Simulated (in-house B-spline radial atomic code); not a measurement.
Orbital energies and mean radii along the 37-electron series, configuration 1s2 2s2 2p6 3s2 3p6 3d10 4s2 4p6 4d3/2(1). The effective charge is n√(-2ε), a non-relativistic measure. Computed with an all-electron radial atomic-structure program (B-spline basis): Dirac-Hartree-Fock, jj configuration that fills j = l - 1/2 first, finite nuclei.

| ion | Z | energy of 3d5/2 (Eh) | mean radius of 3d5/2 (bohr) | energy of 4p3/2 (Eh) | mean radius of 4p3/2 (bohr) | energy of 3p3/2 (Eh) | mean radius of 3p3/2 (bohr) | effective charge of 3d5/2 |
| --- | --- | --- | --- | --- | --- | --- | --- | --- |
| Zr3+ | 40 | -8.3661 | 0.45249 | -2.4332 | 1.3542 | -14.02 | 0.46257 | 12.272 |
| Nb4+ | 41 | -9.9094 | 0.43294 | -3.1705 | 1.2638 | -15.837 | 0.44621 | 13.355 |
| Mo5+ | 42 | -11.579 | 0.41506 | -3.9831 | 1.1861 | -17.783 | 0.43093 | 14.437 |
| Tc6+ | 43 | -13.371 | 0.39865 | -4.868 | 1.1186 | -19.854 | 0.41661 | 15.514 |
| Ru7+ | 44 | -15.283 | 0.38353 | -5.8231 | 1.0592 | -22.048 | 0.40317 | 16.586 |
| Rh8+ | 45 | ? | ? | ? | ? | ? | ? | ? |
| Pd9+ | 46 | ? | ? | ? | ? | ? | ? | ? |
| Ag10+ | 47 | -21.723 | 0.3445 | -9.0992 | 0.91645 | -29.35 | 0.36744 | 19.774 |
| Cd11+ | 48 | -24.101 | 0.33324 | -10.326 | 0.87769 | -32.021 | 0.35684 | 20.828 |
| In12+ | 49 | ? | ? | ? | ? | ? | ? | ? |
| Sn13+ | 50 | -29.199 | 0.31284 | -12.978 | 0.80982 | -37.716 | 0.33733 | 22.926 |

Fill in the row of Rh8+.

energy of 3d5/2 (Eh): -17.313; mean radius of 3d5/2 (bohr): 0.36955; energy of 4p3/2 (Eh): -6.8472; mean radius of 4p3/2 (bohr): 1.0064; energy of 3p3/2 (Eh): -24.362; mean radius of 3p3/2 (bohr): 0.39054; effective charge of 3d5/2: 17.653.

Fill in the row of Pd9+.

energy of 3d5/2 (Eh): -19.46; mean radius of 3d5/2 (bohr): 0.35657; energy of 4p3/2 (Eh): -7.9395; mean radius of 4p3/2 (bohr): 0.95913; energy of 3p3/2 (Eh): -26.796; mean radius of 3p3/2 (bohr): 0.37865; effective charge of 3d5/2: 18.716.

Fill in the row of In12+.

energy of 3d5/2 (Eh): -26.593; mean radius of 3d5/2 (bohr): 0.32271; energy of 4p3/2 (Eh): -11.619; mean radius of 4p3/2 (bohr): 0.8423; energy of 3p3/2 (Eh): -34.81; mean radius of 3p3/2 (bohr): 0.34682; effective charge of 3d5/2: 21.879.

How does the screening of 3d5/2 change?

Z less the effective charge goes from 27.73 at Z = 40 to 27.07 at Z = 50.
